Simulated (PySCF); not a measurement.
# Multinuclear NMR of C₄H₅F₃O₂

Atom-mapped SMILES (the numbers label the heavy atoms): `[CH3:1][CH2:2][O:3][C:4](=[O:5])[C:6]([F:7])([F:8])[F:9]` (H(Xn): hydrogen on atom n).

Equivalent nuclei averaged, gas phase, no relativistic terms, one computed conformer. GIAO PBE0/pcSseg-1 shieldings; coordinates at the GFN2-xTB level; PySCF.

Q: Where does ¹⁹F resonate?

A: 
```tsv
atoms	environment	σ (ppm)	δ (ppm)
F7/F8/F9	fluorine of a CF3 group	259.5	-73.5
```

Shieldings were converted by a linear fit to measured shifts: ¹⁹F: δ = 146.13 − 0.903σ +14.6 on sp3 carbon (rms 6.0 ppm, 223 shifts, 7.0 ppm with the 5 outliers that the fit left out vs CFCl3, solution or neat liquid). A few per cent of atoms miss by over 2 rms, more outside the fitted compound classes.

On a 500 MHz spectrometer ¹⁹F resonates near 470.5 MHz, so 1 ppm is 470.5 Hz.

Q: Where does ¹⁷O resonate?

A: 
```tsv
atoms	environment	σ (ppm)	δ (ppm)
O5	ester carbonyl oxygen	-88.4	347.2
O3	ester alkoxy oxygen	124.5	153.3
```

Shieldings were converted by a linear fit to measured shifts: ¹⁷O: δ = 266.70 − 0.911σ (rms 10.7 ppm, 155 shifts, 12.2 ppm with the 3 outliers that the fit left out vs liquid water, solution or neat liquid). Occasional misses reach two or three times the rms, and more in compound classes unlike the fitted ones.

On a 300 MHz spectrometer ¹⁷O resonates near 40.7 MHz, so 1 ppm is 40.7 Hz.
